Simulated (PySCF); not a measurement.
Input file for PySCF: R-MP2/6-31G* on BrGeH2N (SMILES [NH2][Ge][Br]), a point of a torsion scan.

```python
from pyscf import gto, scf, dft, mp
from pyscf.data.elements import chemcore

mol = gto.M(
    atom='''
    N    -0.68275888    0.02680313    0.05084785
    Ge    0.71052629   -1.06105040   -0.37669168
    Br    2.32053431    0.66119847   -0.47118966
    H    -0.80595439    0.99796738   -0.20196296
    H    -1.59050435   -0.36685383    0.25310478
    ''',
    basis='6-31g*',
    cart=True,
    charge=0, spin=0, verbose=3, max_memory=1800)
mf = scf.RHF(mol)
mf.conv_tol = 1e-8
mf.max_cycle = 100
mf.kernel()
if not mf.converged:
    mf = mf.newton().run(mf.mo_coeff, mf.mo_occ)
pt = mp.MP2(mf, frozen=chemcore(mol)).run()
```

Output:

```
converged SCF energy = -4702.85459204003
E(RMP2) = -4703.53011582198  E_corr = -0.675523781954348
E(SCS-RMP2) = -4703.48292846805  E_corr = -0.628336428026593
```

Self-consistency was reached.

Cost: around 4 core-seconds (rough).
